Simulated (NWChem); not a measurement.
HSeBr; SMILES [SeH]Br

This build's default masses of Se (78.918 u) and Br (79.917 u) are each other's, which moves their modes by up to 0.6 %.

Problem. Give the equilibrium geometry at PBE0-D3(BJ)/def2-TZVP (NWChem) as an XYZ file, with the point group.

Solution. point group Cs; any orientation.
```
3

Se     0.0328    -1.1486     0.0000
H     -1.4337    -1.2685     0.0000
Br     0.0182     1.1648     0.0000
```
